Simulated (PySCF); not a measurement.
# Basis-set dependence of population analyses: `N#C[SiH](C#N)C#N`

Species: C3HN3Si.
Bonds: N1–C2 (triple), C2–Si3, Si3–C4, C4–N5 (triple), Si3–C6, C6–N7 (triple). Hydrogens: H8 on Si3.

PBE0 throughout (PySCF), one geometry, spherical d and f functions. Isolated species at its PBE0-D3(BJ)/def2-SVP geometry, gas phase. Atoms taken as equivalent share a column and are averaged.

Mulliken charges (e):

| basis | functions | N1/N5/N7 | C2/C4/C6 | Si3 | H8 |
| --- | --- | --- | --- | --- | --- |
| STO-3G | 40 | -0.151 | -0.116 | +0.847 | -0.046 |
| 6-31G | 69 | -0.226 | -0.089 | +0.976 | -0.031 |
| pcSseg-0 | 69 | -0.323 | -0.260 | +1.694 | +0.053 |
| 6-31G* | 104 | -0.217 | +0.026 | +0.578 | -0.004 |
| cc-pVDZ | 107 | -0.069 | -0.153 | +0.650 | +0.016 |
| def2-SVP | 107 | -0.010 | -0.227 | +0.686 | +0.024 |
| aug-cc-pVDZ | 174 | -0.290 | -0.101 | +0.966 | +0.206 |
| 6-311+G(2d,p) | 203 | -0.176 | -0.191 | +1.095 | +0.003 |
| cc-pVTZ | 228 | -0.015 | -0.184 | +0.578 | +0.019 |
| def2-TZVP | 229 | +0.013 | -0.189 | +0.469 | +0.058 |
| IGLO-III | 264 | -0.278 | +0.058 | +0.733 | -0.071 |

IAO charges (e):

```json
{"basis": "STO-3G", "functions": "40", "N1/N5/N7": "-0.102", "C2/C4/C6": "-0.179", "Si3": "+0.896", "H8": "-0.051"}
{"basis": "6-31G", "functions": "69", "N1/N5/N7": "-0.122", "C2/C4/C6": "-0.143", "Si3": "+0.816", "H8": "-0.020"}
{"basis": "pcSseg-0", "functions": "69", "N1/N5/N7": "-0.124", "C2/C4/C6": "-0.152", "Si3": "+0.858", "H8": "-0.030"}
{"basis": "6-31G*", "functions": "104", "N1/N5/N7": "-0.124", "C2/C4/C6": "-0.169", "Si3": "+0.937", "H8": "-0.057"}
{"basis": "cc-pVDZ", "functions": "107", "N1/N5/N7": "-0.121", "C2/C4/C6": "-0.169", "Si3": "+0.924", "H8": "-0.054"}
{"basis": "def2-SVP", "functions": "107", "N1/N5/N7": "-0.119", "C2/C4/C6": "-0.171", "Si3": "+0.932", "H8": "-0.060"}
{"basis": "aug-cc-pVDZ", "functions": "174", "N1/N5/N7": "-0.131", "C2/C4/C6": "-0.161", "Si3": "+0.927", "H8": "-0.050"}
{"basis": "6-311+G(2d,p)", "functions": "203", "N1/N5/N7": "-0.131", "C2/C4/C6": "-0.169", "Si3": "+0.958", "H8": "-0.059"}
{"basis": "cc-pVTZ", "functions": "228", "N1/N5/N7": "-0.127", "C2/C4/C6": "-0.171", "Si3": "+0.955", "H8": "-0.059"}
{"basis": "def2-TZVP", "functions": "229", "N1/N5/N7": "-0.129", "C2/C4/C6": "-0.173", "Si3": "+0.969", "H8": "-0.063"}
{"basis": "IGLO-III", "functions": "264", "N1/N5/N7": "-0.130", "C2/C4/C6": "-0.172", "Si3": "+0.967", "H8": "-0.061"}
```

Hirshfeld charges (e):

```json
{"basis": "STO-3G", "functions": "40", "N1/N5/N7": "-0.131", "C2/C4/C6": "-0.058", "Si3": "+0.593", "H8": "-0.026"}
{"basis": "6-31G", "functions": "69", "N1/N5/N7": "-0.130", "C2/C4/C6": "-0.034", "Si3": "+0.505", "H8": "-0.015"}
{"basis": "pcSseg-0", "functions": "69", "N1/N5/N7": "-0.132", "C2/C4/C6": "-0.034", "Si3": "+0.516", "H8": "-0.017"}
{"basis": "6-31G*", "functions": "104", "N1/N5/N7": "-0.137", "C2/C4/C6": "-0.020", "Si3": "+0.492", "H8": "-0.022"}
{"basis": "cc-pVDZ", "functions": "107", "N1/N5/N7": "-0.132", "C2/C4/C6": "-0.027", "Si3": "+0.499", "H8": "-0.024"}
{"basis": "def2-SVP", "functions": "107", "N1/N5/N7": "-0.137", "C2/C4/C6": "-0.021", "Si3": "+0.500", "H8": "-0.026"}
{"basis": "aug-cc-pVDZ", "functions": "174", "N1/N5/N7": "-0.143", "C2/C4/C6": "-0.023", "Si3": "+0.518", "H8": "-0.018"}
{"basis": "6-311+G(2d,p)", "functions": "203", "N1/N5/N7": "-0.143", "C2/C4/C6": "-0.022", "Si3": "+0.513", "H8": "-0.018"}
{"basis": "cc-pVTZ", "functions": "228", "N1/N5/N7": "-0.141", "C2/C4/C6": "-0.021", "Si3": "+0.504", "H8": "-0.020"}
{"basis": "def2-TZVP", "functions": "229", "N1/N5/N7": "-0.142", "C2/C4/C6": "-0.020", "Si3": "+0.506", "H8": "-0.020"}
{"basis": "IGLO-III", "functions": "264", "N1/N5/N7": "-0.146", "C2/C4/C6": "-0.019", "Si3": "+0.512", "H8": "-0.016"}
```

Which scheme is steadiest as the basis changes?

Largest range over the bases for any column: Hirshfeld 0.10 e, IAO 0.15 e, Mulliken 1.23 e. Hirshfeld charges move least and Mulliken charges most, counted in e. Without the minimal STO-3G basis the ranges are Hirshfeld 0.03, IAO 0.15, Mulliken 1.23 e.

How much do the charges still move between the two largest bases, def2-TZVP and IGLO-III?

At most, over all atoms: Mulliken 0.291 e, IAO 0.002 e, Hirshfeld 0.006 e.

What do the same runs give for the total energy, the frontier levels and the dipole moment?

| basis | energy (Eh) | HOMO (eV) | LUMO (eV) | μ (D) |
| --- | --- | --- | --- | --- |
| STO-3G | -561.2838 | -8.49 | 1.93 | 2.92 |
| 6-31G | -568.0214 | -10.81 | -1.83 | 3.04 |
| pcSseg-0 | -567.1941 | -11.14 | -2.24 | 3.24 |
| 6-31G* | -568.1513 | -10.67 | -2.10 | 2.84 |
| cc-pVDZ | -568.1874 | -10.69 | -2.16 | 2.82 |
| def2-SVP | -567.8661 | -10.81 | -2.28 | 2.85 |
| aug-cc-pVDZ | -568.2037 | -10.88 | -2.41 | 3.00 |
| 6-311+G(2d,p) | -568.2603 | -10.92 | -2.52 | 2.98 |
| cc-pVTZ | -568.2774 | -10.85 | -2.40 | 2.92 |
| def2-TZVP | -568.2875 | -10.89 | -2.47 | 2.94 |
| IGLO-III | -568.2892 | -10.91 | -2.52 | 2.97 |

The dipole is fixed by the density alone, so its range of 0.42 D shows that the density itself changes with the basis, not only its division among atoms.
